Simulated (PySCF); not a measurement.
# Ca: excitation energy

Ca [Ar] 4s2 (1S) → Ca [Ar] 3d1 4s1 (3D), as a difference of total energies. Computed with PySCF 2.14 in aug-cc-pwCVTZ-X2C with one added diffuse shell each of s, p, d, f type (10s9p7d4f, 100 functions), with the spin-free X2C one-electron Hamiltonian (Gaussian nucleus). Correlated levels: valence and next inner shell: [Ne] frozen. The calculations carry no spin-orbit coupling.

```json
{"method": "UHF", "excitation energy (eV)": "2.258"}
{"method": "MP2 (valence and next inner shell)", "excitation energy (eV)": "2.668"}
{"method": "SCS-MP2 (valence and next inner shell)", "excitation energy (eV)": "2.849"}
{"method": "CCSD (valence and next inner shell)", "excitation energy (eV)": "2.706"}
{"method": "CCSD(T) (valence and next inner shell)", "excitation energy (eV)": "2.749"}
```

Errors of the correlated levels include the incompleteness of this basis and the frozen core.

**Question.** Which method comes closest to the reference value, and which is furthest?

**Answer.** The reference is 2.524 eV (measured; NIST levels, between the centres of gravity of the two terms). Closest: MP2 (valence and next inner shell) (error 0.144 eV); furthest: SCS-MP2 (valence and next inner shell) (error 0.325 eV).
